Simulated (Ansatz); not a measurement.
Input file for Ansatz (an electronic-structure program): U-PBE/cc-pVTZ on GaF, a point of a bond scan (R = 3.151 Å).

Ansatz 0.2 input:
```yaml
crystal:
  periodic: [false, false, false]
  atoms:
    - {symbol: Ga, position_ang: [-0.00000000, -0.00000000, -0.40509541]}
    - {symbol: F, position_ang: [0.00000000, 0.00000000, 2.74564666]}
basis:
  gaussian:
    orbitals: cc-pVTZ
hamiltonian:
  xc: {name: PBE}
magnetization: {spin_polarized: true, initial_magnetization: 0}
```

The head of its log:

```
WARN ansatz: RAYON_NUM_THREADS=2 ignored (pool sized by the plan → 2); use --threads N
Functional definition: PBE
integrals: 0.01 GiB planned
509 factors; their error is unknown
mean field: 0.18 GiB planned
mean field evaluation 1: about -55078.1882 eV, gradient 4.2e1 eV
mean field evaluation 2: about -54741.3041 eV, gradient 1.3e2 eV
```

Q: Give the final energy of this run.

A: -2024.3212 hartree.
